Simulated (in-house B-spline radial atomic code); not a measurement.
**Li: [He] 3s(1 up, 0 down) (an excited or competing configuration)**

Computed with a B-spline radial code for spherical atoms: non-relativistic AM05, spin-polarised, spherical fractional occupations, point nucleus.

Z_r = [3n² - l(l+1)]/(2<r>); Z_e = n√(-2ε); the last column is Slater's effective charge. Values are occupation-weighted means over spin.

| shell | electrons | ε (eV) | <r> (bohr) | Z_r | Z_e | Slater |
| --- | --- | --- | --- | --- | --- | --- |
| 1s | 2 | -55.911 | 0.5836 | 2.57 | 2.03 | 2.70 |
| 3s | 1 | -1.3768 | 9.499 | 1.42 | 0.95 | 1.00 |

The least bound orbital is 3s up at -1.377 eV, and it is also the most diffuse (<r> = 9.499 bohr).
